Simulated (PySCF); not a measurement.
## Assignment exercise: C$_{4}$H$_{9}$NOSi$_{2}$

Geometry:
```
atom   x (Å)   y (Å)   z (Å)
  C1  -2.824   0.418   0.658
  O2  -1.488   0.243   0.304
 Si3  -0.863   0.217  -1.199
  C4   0.938  -0.146  -0.828
  C5   1.280  -1.387   0.022
 Si6   1.729   0.239   0.848
  C7   3.533   0.648   0.741
  N8   4.648   0.914   0.691
  H9  -3.438  -0.404   0.280
 H10  -2.887   0.440   1.747
 H11  -3.217   1.354   0.256
 H12  -1.037   1.512  -1.865
 H13  -1.503  -0.828  -2.008
 H14   1.573  -0.025  -1.699
 H15   0.432  -1.936   0.406
 H16   2.038  -2.047  -0.378
 H17   1.080   0.799   2.014
```

Theory: PBE0/pcSseg-1 with gauge-including orbitals, GFN2-xTB structure, in PySCF (no relativistic terms, no solvent, fast rotation and ring inversion assumed for equivalent nuclei, one computed conformer).

Referencing at the same level of theory: 13C and 1H against TMS.

(1) Assign these signals to the numbered atoms. 13C{1H} NMR (computed): δ 125.0, 54.0, 2.5, 1.4.

(2) Assign these signals to the numbered atoms. 1H NMR (600 MHz, computed): δ 5.07 (m, 1H), 5.05 (m, 1H), 3.69 (s, 3H), 3.33 (m, 1H), 1.28 (m, 1H), 0.90 (m, 1H), 0.27 (m, 1H).

Answers

(1) 
125.0 → C7, nitrile carbon: typical of a nitrile
54.0 → C1, methyl carbon bonded to O: pulled downfield by the heteroatom
2.5 → C5, three-membered-ring carbon: carbons of three-membered rings are unusually shielded
1.4 → C4, three-membered-ring carbon

C5 and C4 lie closer than the usual error of such a calculation, so a measured spectrum could show them in the other order.

(2) 
| δ (ppm) | atoms | environment | reason |
| --- | --- | --- | --- |
| 5.07 | H13 | hydrogen on a silicon bonded to C, O | – |
| 5.05 | H12 | hydrogen on a silicon bonded to C, O | – |
| 3.69 | H9/H10/H11 | hydrogen on a methyl carbon bonded to O | its carbon carries O, hence the downfield position |
| 3.33 | H17 | hydrogen on a silicon bonded to 3 C, in a 3-membered ring | – |
| 1.28 | H16 | hydrogen on a three-membered-ring carbon | cyclopropane-type protons are shielded by the ring |
| 0.90 | H15 | hydrogen on a three-membered-ring carbon | – |
| 0.27 | H14 | hydrogen on a three-membered-ring carbon | – |

H13 and H12 lie closer than the usual error of such a calculation, so a measured spectrum could show them in the other order.

Shifts are as computed. Against solution values, carbons near 30 ppm lie about +3 ppm off and those near 130 ppm about +5 ppm. Of 1309 compounds with measured shifts, 239 miss one by over three times the rms of a fit or turn the order of signals round; such compounds aren't used in these exercises. No couplings were computed; multiplicities are counted from neighbouring protons, with m where these are inequivalent, close in shift, in a saturated or five-membered ring or joined by F or P, and br s for small geminal =CH2 splittings.
